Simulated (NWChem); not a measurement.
Program: NWChem. System: H5AlOS, charge 0, spin multiplicity 1, at a geometry optimised with PBE0/def2-SVP. The structure started from a generated list of species. Level: CCSD(T)/6-31+G* (spherical d), 11 core orbitals frozen.

Part of the output:

```
             Northwest Computational Chemistry Package (NWChem) 7.3.0
             --------------------------------------------------------

                                NWChem Input Module
                                -------------------

 Scaling coordinates for geometry "geometry" by  1.889725989
 (inverse scale =  0.529177249)

                             Geometry "geometry" -> ""
                             -------------------------

 Output coordinates in angstroms (scale by  1.889725989 to convert to a.u.)

  No.       Tag          Charge          X              Y              Z
 ---- ---------------- ---------- -------------- -------------- --------------
    1 Al                  13.0000     0.24222200     0.76904200     0.84113800
    2 H                    1.0000    -0.39796000     0.32661700     2.23391400
    3 H                    1.0000     1.80057300     1.04009200     0.66107400
    4 O                    8.0000    -0.79275800     1.52955100    -0.32859200
    5 H                    1.0000    -1.65671200     1.87837100    -0.10250700
    6 S                   16.0000     0.17212500    -1.47228400    -0.53213200
    7 H                    1.0000    -0.60105900    -0.71426900    -1.34704000
    8 H                    1.0000     1.29433300    -1.20822700    -1.23737400

 Effective nuclear repulsion energy (a.u.)     143.0507373978

            Nuclear Dipole moment (a.u.)
            ----------------------------
        X                 Y               Z
 ---------------- ---------------- ----------------
    -0.0000056692    -0.0000113384     0.0000245664


 Summary of "ao basis" -> "" (spherical)
 ------------------------------------------------------------------------------
       Tag                 Description            Shells   Functions and Types
 ---------------- ------------------------------  ------  ---------------------
 *                          6-31+g*                   on all atoms

 Summary of "ao basis" -> "ao basis" (spherical)
 ------------------------------------------------------------------------------
       Tag                 Description            Shells   Functions and Types
 ---------------- ------------------------------  ------  ---------------------
 Al                         6-31+g*                 10       22   5s4p1d
 H                          6-31+g*                  2        2   2s
 O                          6-31+g*                  8       18   4s3p1d
 S                          6-31+g*                 10       22   5s4p1d

                                 NWChem SCF Module
                                 -----------------

  ao basis        = "ao basis"
  functions       =    72
  atoms           =     8
  closed shells   =    21
  open shells     =     0
  charge          =   0.00
  wavefunction    = RHF
  use symmetry    = F
  symmetry adapt  = F

 Summary of "ao basis" -> "ao basis" (spherical)
 ------------------------------------------------------------------------------
       Tag                 Description            Shells   Functions and Types
 ---------------- ------------------------------  ------  ---------------------
 Al                         6-31+g*                 10       22   5s4p1d
 H                          6-31+g*                  2        2   2s
 O                          6-31+g*                  8       18   4s3p1d
 S                          6-31+g*                 10       22   5s4p1d

 Forming initial guess at       0.0s

      Superposition of Atomic Density Guess
      -------------------------------------

 Sum of atomic energies:        -716.56300530

      Non-variational initial energy
      ------------------------------

 Total energy =    -717.155249
 1-e energy   =   -1275.972058
 2-e energy   =     415.766072
 HOMO         =      -0.339438
 LUMO         =       0.016378

 Starting SCF solution at       0.6s

 ----------------------------------------------
         Quadratically convergent ROHF

 Convergence threshold     :          1.000E-07
 Maximum no. of iterations :          100
 Final Fock-matrix accuracy:          1.000E-09
 ----------------------------------------------

              iter       energy          gnorm     gmax       time
[...]
   Bfn.  Coefficient  Atom+Function         Bfn.  Coefficient  Atom+Function
  ----- ------------  ---------------      ----- ------------  ---------------
    14      2.688235  1 Al s                 10     -1.667691  1 Al s
    17     -1.061149  1 Al pz                16     -1.015878  1 Al py
    60     -0.734207  6 S  s                 62     -0.663499  6 S  py
    63     -0.532091  6 S  pz                15     -0.421632  1 Al px
    13      0.408409  1 Al pz                56     -0.389074  6 S  s

 Vector   23  Occ=0.000000D+00  E= 6.139763D-02
              MO Center= -6.9D-01,  2.0D+00,  1.1D+00, r^2= 1.3D+01
   Bfn.  Coefficient  Atom+Function         Bfn.  Coefficient  Atom+Function
  ----- ------------  ---------------      ----- ------------  ---------------
    10      1.696887  1 Al s                 16     -1.352787  1 Al py
    14     -1.206306  1 Al s                 15      1.207857  1 Al px
    11     -0.830941  1 Al px                12      0.501812  1 Al py
    60     -0.412047  6 S  s                 38      0.272104  4 O  py
    39     -0.245711  4 O  pz                13     -0.238031  1 Al pz

 Vector   24  Occ=0.000000D+00  E= 7.552898D-02
              MO Center=  1.6D+00,  8.8D-01,  2.1D+00, r^2= 1.2D+01
   Bfn.  Coefficient  Atom+Function         Bfn.  Coefficient  Atom+Function
  ----- ------------  ---------------      ----- ------------  ---------------
    10      1.607636  1 Al s                 14     -1.184435  1 Al s
    17     -1.070832  1 Al pz                15     -1.012339  1 Al px
    60     -0.795600  6 S  s                 11      0.678824  1 Al px
    16     -0.419097  1 Al py                13      0.410537  1 Al pz
    61     -0.219675  6 S  px                56      0.216223  6 S  s

 center of mass
 --------------
 x =  -0.00469590 y =  -0.01238117 z =   0.01501933

 moments of inertia (a.u.)
 ------------------
         600.418645937309          89.260831415001         -22.903745276661
          89.260831415001         212.639404717282        -136.335617309292
         -22.903745276661        -136.335617309292         536.533761209528

  Mulliken analysis of the total density
  --------------------------------------

    Atom       Charge   Shell Charges
 -----------   ------   -------------------------------------------------------
    1 Al  13    12.39   2.00  2.00  5.98  0.67  1.07  0.20  0.03  0.10  0.11  0.22
    2 H    1     1.19   0.48  0.71
    3 H    1     1.19   0.48  0.71
    4 O    8     8.91   2.00  0.87  2.90  1.04  2.11 -0.14  0.12  0.02
    5 H    1     0.49   0.46  0.04
    6 S   16    16.17   2.00  2.00  5.98  1.29  3.05  0.63  1.26 -0.08 -0.03  0.07
    7 H    1     0.81   0.47  0.33
    8 H    1     0.84   0.48  0.36

       Multipole analysis of the density wrt the origin
       ------------------------------------------------

     L   x y z        total         open         nuclear
     -   - - -        -----         ----         -------
     0   0 0 0     -0.000000      0.000000     42.000000

     1   1 0 0     -0.261391      0.000000     -0.000006
     1   0 1 0     -0.633946      0.000000     -0.000011
     1   0 0 1     -0.543452      0.000000      0.000025

     2   2 0 0    -24.071594      0.000000     51.588250
     2   1 1 0     -3.205725      0.000000    -49.413616
     2   1 0 1     -0.867780      0.000000     10.521471
     2   0 2 0    -26.685536      0.000000    242.023192
     2   0 1 1      2.744825      0.000000     73.583796
     2   0 0 2    -27.172462      0.000000     83.475747

                   NWChem Extensible Many-Electron Theory Module
                   ---------------------------------------------


            General Information
            -------------------
      Number of processors :     1
         Wavefunction type : Restricted Hartree-Fock
          No. of electrons :    42
           Alpha electrons :    21
            Beta electrons :    21
           No. of orbitals :   144
            Alpha orbitals :    72
             Beta orbitals :    72
        Alpha frozen cores :    11
         Beta frozen cores :    11
     Alpha frozen virtuals :     0
      Beta frozen virtuals :     0
         Spin multiplicity : singlet
    Number of AO functions :    72
       Number of AO shells :    38
        Use of symmetry is : off
      Symmetry adaption is : off
         Schwarz screening : 0.10D-09

          Correlation Information
          -----------------------
          Calculation type : Coupled-cluster singles & doubles w/ perturbation
   Perturbative correction : (T)
            Max iterations :      100
        Residual threshold : 0.10D-05
     T(0) DIIS level shift : 0.00D+00
     L(0) DIIS level shift : 0.00D+00
     T(1) DIIS level shift : 0.00D+00
     L(1) DIIS level shift : 0.00D+00
     T(R) DIIS level shift : 0.00D+00
     T(I) DIIS level shift : 0.00D+00
   CC-T/L Amplitude update :  5-th order DIIS
                I/O scheme : Global Array Library
        L-threshold :  0.10D-05
        EOM-threshold :  0.10D-05
 no EOMCCSD initial starts read in
 TCE RESTART OPTIONS
 SLICE:      F
 D4D5:       F
 quantumc:   F
 qrotation:  F
 pwtce:      F
 qducc:      F
 nacto:                         0
 nrotv:                         0
 nrot:                          0

            Memory Information
            ------------------
          Available GA space size is     249031616 doubles
          Available MA space size is     104853796 doubles

 Maximum block size supplied by input
 Maximum block size        24 doubles

 tile_dim =     17

 -------------------------------------------------

 Global array virtual files algorithm will be used

 Parallel file system coherency ......... OK

 4-electron integrals stored in orbital form

 v2    file size   =          3046081
 4-index algorithm nr.  13 is used
 imaxsize =       30
 imaxsize ichop =        0


CCSD iterations
 ---------------------------------------------------------
 Iter          Residuum       Correlation     Cpu    Wall
 ---------------------------------------------------------
    1   0.1550282309291  -0.3678746063819     0.3     0.3
    2   0.0469985562246  -0.3932122477607     0.3     0.3
    3   0.0174022018076  -0.4022270985951     0.3     0.3
    4   0.0073041989526  -0.4045802173103     0.3     0.3
    5   0.0031379313244  -0.4055882468923     0.3     0.3
    6   0.0006437449088  -0.4061444470966     0.3     0.3
    7   0.0003235198108  -0.4062087492237     0.3     0.3
    8   0.0001479052395  -0.4062163608408     0.3     0.3
    9   0.0000910105069  -0.4062176689364     0.3     0.3
   10   0.0000454847955  -0.4062205081256     0.3     0.3
   11   0.0000124862291  -0.4062210811692     0.3     0.3
   12   0.0000057820899  -0.4062228278389     0.3     0.3
   13   0.0000033832259  -0.4062229424794     0.3     0.3
   14   0.0000019518062  -0.4062230347852     0.3     0.3
   15   0.0000012128336  -0.4062230460579     0.3     0.3
   16   0.0000002760354  -0.4062230438322     0.3     0.3
 -----------------------------------------------------------------
 Iterations converged
 CCSD correlation energy / hartree =        -0.406223043832159
 CCSD total energy / hartree       =      -717.627569750007865

 Singles contributions

 Doubles contributions
 CCSD(T)
 Using plain CCSD(T) code

 CCSD[T]  correction energy / hartree =        -0.009216977924983
 CCSD[T] correlation energy / hartree =        -0.415440021757142
 CCSD[T] total energy / hartree       =      -717.636786727932872
 CCSD(T)  correction energy / hartree =        -0.008493093313457
 CCSD(T) correlation energy / hartree =        -0.414716137145616
 CCSD(T) total energy / hartree       =      -717.636062843321270

 Task  times  cpu:       24.9s     wall:       24.9s

 Total times  cpu:       24.9s     wall:       24.9s
```

Problem. Write an NWChem input that would produce this output.

Solution. One answer among several that fit: 
```
start mol
memory heap 100 mb stack 700 mb global 1900 mb
geometry units angstroms nocenter noautoz noautosym
  Al     0.242222     0.769042     0.841138
  H     -0.397960     0.326617     2.233914
  H      1.800573     1.040092     0.661074
  O     -0.792758     1.529551    -0.328592
  H     -1.656712     1.878371    -0.102507
  S      0.172125    -1.472284    -0.532132
  H     -0.601059    -0.714269    -1.347040
  H      1.294333    -1.208227    -1.237374
end
basis spherical
  * library 6-31+g*
end
scf
  rhf
  nopen 0
  maxiter 100
  thresh 1e-7
  semidirect memsize 60000000 filesize 0
end
tce
  freeze core 11
  ccsd(t)
  2eorb
  2emet 13
  thresh 1e-6
  maxiter 100
  tilesize 24
end
task tce energy
```
